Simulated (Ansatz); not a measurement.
A run for Ansatz (a first-principles code): U-r2SCAN/def2-TZVPP on MgAl-, 2S+1 = 3, a spin state set in the input, which need not be the lowest, a point of a bond scan (R = 2.733 Å). Charge -1.

Ansatz 0.2 input:
```yaml
crystal:
  periodic: [false, false, false]
  atoms:
    - {symbol: Mg, position_ang: [0.00000000, 0.00000000, 0.00000000]}
    - {symbol: Al, position_ang: [0.00000000, 0.00000000, 2.73346000]}
basis:
  gaussian:
    orbitals: def2-TZVPP
    pivot_positions_ang: [[0.00000000, 0.00000000, 0.00000000], [0.00000000, 0.00000000, 2.73346000]]
hamiltonian:
  xc: {name: r2SCAN}
total_charge: -1
magnetization: {spin_polarized: true, initial_magnetization: 2}
output: {forces: true, orbitals: {seedname: ./end}}
```

Program output:

```
WARN ansatz: RAYON_NUM_THREADS=2 ignored (pool sized by the plan → 2); use --threads N
Functional definition: r2SCAN
integrals: 0.02 GiB planned
557 factors; their error is unknown
mean field: 0.22 GiB planned
mean field evaluation 1: about -12038.6887 eV, gradient 5.1e0 eV
mean field evaluation 2: about -12038.7532 eV, gradient 5.0e0 eV
mean field evaluation 4: about -12038.9253 eV, gradient 7.1e-1 eV
mean field evaluation 8: about -12038.9257 eV, gradient 5.8e-2 eV
mean field evaluation 16: about -12038.9269 eV, gradient 8.5e-4 eV
mean field evaluation 32: about -12038.5900 eV, gradient 1.4e-2 eV
mean field -12038.92685832 eV, -442.4224017655 hartree, gradient 2.0e-5 eV, S^2 2.071059; 7 other end points of the search recorded, 0 dependent functions left out
the calculation of the forces begins
reference -12038.92687480 eV, -442.4224023713 hartree; 14, 12 occupied and 60, 62 virtual orbitals, 557 factors
Total energy: -12038.92687480 eV, -442.4224023713 hartree
Atom 0 at     0.000000     0.000000     0.000000 Å, force     0.000000     0.000000     0.095902 eV/Å
Atom 1 at     0.000000     0.000000     2.733460 Å, force    -0.000000     0.000000    -0.095902 eV/Å
Dipole moment:    -0.000000    -0.000000    -0.178467 e Å
```

Self-consistency was reached.

Cost: around 9 core-seconds (rough).
